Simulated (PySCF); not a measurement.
A made-up structure of SiH₂SeS, singlet:

```
5
angstrom
Si -0.2722 0.2203 -0.2065
S 0.4483 -0.3447 1.6804
Se 1.4651 -1.1881 -0.1921
H 2.3645 -2.3838 0.0113
H -0.0339 1.6102 -0.6485
```

It is relaxed with PBE-D4/def2-SVP and then PBE0-D4/def2-TZVP (PySCF 2.14 with density fitting (its default auxiliary sets; JK sets also for MP2 and CCSD(T))). Atoms count as bonded within 1.22 times the sum of their covalent radii (H–H: 0.88 Å). The end point is not checked to be a true minimum.

(1) Does its bonding change? (Judge from chemistry; the calculation decides.)

Answers

(1) By the calculation: No: no bond forms or breaks.

Where it ends: The first stage lowers the energy by 2.57 eV in 19 steps. It ends as SiH₂SeS ([SiH]1[S][SeH]1):
```
5
angstrom
Si -0.4443 -0.0482 -0.2076
S 0.9108 0.0214 1.6005
Se 1.8598 -0.9415 -0.1180
H 1.4960 -2.3446 0.1770
H 0.1802 1.1928 -0.8444
```

Labels in which every atom is bracketed show which atoms are joined, not bond orders.

For scale, one of the runs: PBE0-D4/def2-TZVP relaxation, 134 basis functions, launched by `OMP_NUM_THREADS=2 python run.py`. Hardware: 2 CPU threads of an AMD EPYC 9B45, shared host. Wall time 20 s; peak host memory 1.2 GiB.
